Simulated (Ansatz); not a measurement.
The cluster Ti2S2⁻. The state is a doublet with charge -1. Geometry PBE-D4/def2-SVP, that of the neutral singlet; atoms count from 1.

```xyz
4

Ti   -0.768   -0.798   -0.388
Ti    0.200    0.695    0.925
S     1.266   -1.273    0.515
S    -0.699    1.377   -1.052
```

The charge -1 doublet is spin-contaminated (final ⟨S²⟩ up to 1.67, 0.75 for a pure state). The highest occupied level of the charge -1 doublet lies above zero (up to 0.05 eV). Its loss leaves the charge 0 singlet, which lies 1.26 eV higher (vertical, at PBE0-D4/def2-TZVPD), but this difference is unsure: the singlet is doubtful (at the level of its geometry, restricted singlet, unstable towards broken spin symmetry at other levels and untested here). The structure comes from a short search, and lower isomers may exist.

Estimate the Mulliken populations from the PBE0/def2-TZVPD orbitals of Ansatz.


```json
{"atom": "Ti1", "charge (e)": "0.21", "spin (α − β)": "2.29", "d electrons": "2.67"}
{"atom": "Ti2", "charge (e)": "0.18", "spin (α − β)": "-1.21", "d electrons": "2.64"}
{"atom": "S3", "charge (e)": "-0.70", "spin (α − β)": "-0.04", "d electrons": "–"}
{"atom": "S4", "charge (e)": "-0.70", "spin (α − β)": "-0.04", "d electrons": "–"}
```
Mulliken values and Mayer orders depend strongly on the basis. With diffuse functions, as here, like atoms can get unlike values, and bond orders can come out too low or too high.

Where does the spin sit?

Summed by element: Ti 1.08, S -0.08, of 1 unpaired in all. Largest on single atoms: Ti1 2.29, Ti2 -1.21, S4 -0.04.

And the Mayer bond orders between bonded heavy atoms (over 0.3)?

Ti1–Ti2 1.63 (2.21 Å); Ti1–S3 0.80 (2.28 Å); Ti1–S4 0.80 (2.28 Å); Ti2–S3 0.95 (2.28 Å); Ti2–S4 0.95 (2.28 Å).
